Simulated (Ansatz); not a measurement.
Calculated with Ansatz (gas phase, PBE0-D4/def2-TZVP geometries, no zero-point term in ΔE). CBS: MP2 limit from def2 TZ/QZ plus the TZ coupled-cluster correction, frozen cores. Functionals use def2-TZVPP. B3LYP here is the variant with VWN-RPA as its local correlation; programs differ in this. One conformer a species, not always the lowest.

`CN[SiH2]NC` + `CC(=N)BO` → `C/N=C(\C)BO` + `CN[SiH2]N`  (substitution at a C–N bond)

`CN[SiH2]NC`:

```xyz
15

C    -1.261    1.276    1.629
N    -0.691    0.945    0.344
Si   -0.768   -0.583   -0.422
N     0.641   -0.810   -1.363
C     1.995   -0.780   -0.859
H    -0.598    1.931    2.203
H    -1.396    0.361    2.211
H    -2.240    1.766    1.559
H    -0.471    1.748   -0.225
H    -0.970   -1.523    0.722
H    -1.871   -0.803   -1.405
H     0.539   -1.258   -2.259
H     2.022   -0.197    0.065
H     2.675   -0.295   -1.566
H     2.394   -1.777   -0.634
```

`CC(=N)BO`:

Cartesian coordinates in Å:
```
C -0.506 -0.917 -0.838
C 0.522 -0.251 0.029
N 1.714 -0.676 0.196
B 0.153 1.070 0.809
O -1.100 1.558 0.654
H -1.388 -1.183 -0.248
H -0.856 -0.229 -1.612
H -0.110 -1.818 -1.313
H 1.875 -1.534 -0.342
H 0.954 1.618 1.510
H -1.259 2.362 1.154
```

`C/N=C(\C)BO`:

```xyz
14

C     0.371   -0.534    2.043
N     0.277    0.557    1.103
C     0.002    0.292   -0.118
C    -0.234   -1.097   -0.646
B    -0.078    1.542   -1.063
O    -0.364    1.334   -2.371
H    -0.570   -1.096    2.107
H     0.610   -0.147    3.033
H     1.149   -1.252    1.754
H    -0.451   -1.081   -1.714
H    -1.071   -1.575   -0.127
H     0.642   -1.732   -0.478
H     0.109    2.647   -0.638
H    -0.395    2.144   -2.884
```

`CN[SiH2]N`:

Cartesian coordinates in Å:
```
C 1.613 0.583 -0.892
N 0.374 -0.126 -0.667
Si -0.762 0.228 0.561
N -1.628 -1.204 0.918
H 2.411 -0.100 -1.200
H 1.933 1.057 0.039
H 1.533 1.372 -1.651
H 0.053 -0.653 -1.463
H -1.841 1.211 0.238
H 0.072 0.820 1.650
H -2.591 -1.159 1.204
H -1.168 -2.030 1.263
```

Problem. Is it downhill or uphill in electronic energy at CCSD(T)/CBS, and by how much? (Estimate.)

Solution. Ansatz gave: Downhill: ΔE = -16.9 kJ/mol.

Problem. What do these levels give: PBE-D4, PBE0-D4, PBE, B3LYP, SCS-MP2/def2-TZVPP, HF/CBS(def2)? (An estimate is asked.)

Solution. The calculation gave: PBE-D4 -17.5, PBE0-D4 -16.2, PBE -17.6, B3LYP -15.0, SCS-MP2/def2-TZVPP -15.7, HF/CBS(def2) -8.1 kJ/mol.

Largest T1 diagnostic among the species: 0.013.

In def2-TZVPP, CCSD(T) changes the Hartree–Fock value by −7.2 kJ/mol (the triples alone add −1.7 kJ/mol) and MP2 by −11.1 kJ/mol.
